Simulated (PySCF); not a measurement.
Problem. What does the GFN2-xTB structure of InChI=1S/C8H6FN/c9-7-2-1-6-3-4-10-8(6)5-7/h1-5,10H look like in three dimensions?

Solution. 
```xyz
16
C8H6FN angstrom
F     -3.2412    1.2306    0.3055
C     -2.0459    0.6137    0.1485
C     -2.0456   -0.7329   -0.2179
C     -0.8535   -1.3990   -0.3877
C      0.3400   -0.7053   -0.1885
C      1.7162   -1.0596   -0.2732
C      2.4334    0.0539    0.0341
N      1.5865    1.0935    0.3095
C      0.3005    0.6629    0.1826
C     -0.8980    1.3439    0.3576
H     -2.9919   -1.2294   -0.3628
H     -0.8406   -2.4402   -0.6703
H      2.1094   -2.0222   -0.5311
H      3.4967    0.1910    0.0791
H      1.8695    2.0245    0.5630
H     -0.9432    2.3836    0.6402
```

Orientation and origin are arbitrary. Atoms count from 1 in this order. The 10 heavy atoms lie in one plane (0.001 Å rms). N8 (pyrrole-type nitrogen) is planar (angles 125.6°, 125.4° and 109.0°, sum 360.0°, 0.00 Å off the plane of its three neighbours). The 8 C–C bonds span 1.360 Å (C6–C7, aromatic) to 1.424 Å (C5–C6, aromatic), a spread of 0.064 Å. The 5-membered ring C5–C6–C7–N8–C9 has internal angles of 106.4° to 109.9°; it is planar, 0.00 Å rms from its mean plane, widest ring torsion 0°.

Bonds between heavy atoms (Å): F1–C2 1.354, C2–C3 1.395, C3–C4 1.376, C4–C5 1.395, C5–C6 1.424, C6–C7 1.360, C7–N8 1.369, N8–C9 1.362, C9–C10 1.389, C2–C10 1.376, C5–C9 1.418.

The geometry is computed with GFN2-xTB (gas phase).

Point group: Cs (every atom within 0.08 Å of its image). Whether it is a minimum is left open (no frequencies).
